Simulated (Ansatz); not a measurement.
Gas-phase electronic energies from Ansatz, PBE0-D4/def2-TZVP geometries. CCSD(T)/CBS is the MP2 limit (def2-TZVPP, def2-QZVPP) plus CCSD(T) − MP2 in def2-TZVPP, frozen cores. This one scheme is used for every species. DFT in def2-TZVPP. B3LYP here is the variant with VWN-RPA as its local correlation; programs differ in this. One conformer a species, not always the lowest.

`FC[SiH](S)Cl` + H₂S → `S[SiH](S)Cl` + `CF`  (ligand exchange at the Si–C bond)

Task: Is it downhill or uphill in electronic energy at CCSD(T)/CBS, and by how much? (Estimate.)

Result: Computed: Downhill: ΔE = -78.6 kJ/mol.

Task: What do these levels give: PBE-D4, r2SCAN-D4, PBE0-D4, B3LYP-D4, ωB97M-V, B3LYP, HF/def2-TZVPP, MP2/def2-TZVPP, SCS-MP2/def2-TZVPP, SCS-MP2/def2-QZVPP, MP2/CBS(def2), CCSD/CBS(def2)? (An estimate is asked.)

Result: The calculation gave: PBE-D4 -77.3, r2SCAN-D4 -78.3, PBE0-D4 -79.5, B3LYP-D4 -76.5, ωB97M-V -74.5, B3LYP -74.5, HF/def2-TZVPP -77.7, MP2/def2-TZVPP -82.8, SCS-MP2/def2-TZVPP -79.6, SCS-MP2/def2-QZVPP -81.4, MP2/CBS(def2) -86.3, CCSD/CBS(def2) -77.6 kJ/mol.

Largest T1 diagnostic among the species: 0.011.
